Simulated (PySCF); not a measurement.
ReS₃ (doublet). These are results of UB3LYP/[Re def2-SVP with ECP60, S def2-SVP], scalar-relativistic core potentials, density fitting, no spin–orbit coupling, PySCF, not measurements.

Harmonic bands of its minimum:

| ω (cm⁻¹) | IR (km/mol, summed over degenerate members) | degeneracy |
| --- | --- | --- |
| 101 | 0.9 | 1 |
| 171 | 3.2 | 2 |
| 532 | 0.6 | 1 |
| 538 | 95.5 | 2 |

The central atom is Re. Infer the point group and assign the bands.

C3v. The modes span 2a1 + 2e: 101 a1, 171 e, 532 a1, 538 e. The computed geometry has Re–S 2.124 Å (×3); S–Re–S 115.3° (×3).

Other isomers or separated fragments may lie lower. Other spin states or occupations of the open shell can lie lower. No spin–orbit coupling is included, which matters more the heavier the element.
